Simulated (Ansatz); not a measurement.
Saddle point of CH5GaO, singlet (CH₅GaO ([CH3][GaH][OH]) → GaHO ([O][GaH]) + CH₄; bonds formed: C2–H4; bonds broken: Ga1–C2, O3–H4), PBE0-D4/def2-TZVP structure:

```xyz
8
angstrom
Ga -1.1182 -0.2112 -0.8274
C 0.6647 0.2917 0.4989
O -0.6441 -1.8232 -0.5225
H 0.2032 -0.9165 0.1276
H -1.8524 1.0393 -1.3341
H 0.1238 0.8816 1.2443
H 1.1508 0.9574 -0.2206
H 1.4722 -0.2192 1.0338
```

Energies are electronic, without zero-point energy. Barriers and step energies count from the start structure reached by relaxing down the imaginary mode; all methods use the PBE0-D4 structures, on which another method's saddle can fall below an end. Ansatz 0.2.0; basis: def2-TZVPP, with def2-QZVPP for the basis limit; cores frozen in the correlated methods. Filled d shells of the heavier atoms are correlated. The def2 sets are not built for correlating such inner shells, so the correlated values are less sure here. B3LYP uses VWN-RPA correlation. Extrapolation: Hartree–Fock as exp(−7.88 √X), correlation as X^−2.97.

```tsv
method	barrier (kJ/mol)	step energy (kJ/mol)
SPW92	241.1	171.3
PBE-D4	251.4	144.5
BLYP-D4	259.1	128.4
r2SCAN-D4	271.6	163.1
B97M-V	284.4	157.6
PBE0-D4	284.5	178.6
B3LYP-D4	?	158.5
r2SCAN0-D4	296.4	189.5
BHLYP-D4	?	194.3
CAM-B3LYP-D4	298.2	175.4
wB97X-V	300.5	181.6
wB97M-V	296.9	180.3
B2PLYP	?	151.3
PBE-QIDH	296.1	183.5
RPA on PBE	283.8	151.7
HF	376.0	221.3
MP2	280.7	156.0
CCSD	310.9	182.7
CCSD(T)	293.1	167.6
```

Q: Fill in the withheld barriers. (Judge from chemistry; the value comes from the calculation.)

A: The calculation gives: B2PLYP 284.2; B3LYP-D4 285.8; BHLYP-D4 322.5 kJ/mol. Each is the energy of the saddle less that of the start structure, by the same method.

For comparison, the barrier by CCSD(T) at an estimated basis limit (MP2 extrapolated from triple and quadruple zeta, plus CCSD(T) − MP2 in triple zeta) is 294.8 kJ/mol.

No T1 diagnostic of these runs exceeds 0.026. The T1 diagnostic is large here, which may signal multireference character or strong orbital relaxation, so CCSD(T) is less sure.

Labels in which every atom is bracketed show which atoms are joined, not bond orders.

For scale, one of the runs: CCSD(T)/def2-TZVPP, 180 basis functions, launched by `ansatz run in.yaml --threads 2 --pin off --events-out ev --progress --plain --max-ram 4352MiB`. Hardware: 2 CPU threads of an Intel Xeon Platinum 8259CL, shared host. Wall time 51 s; peak host memory 1.8 GiB.
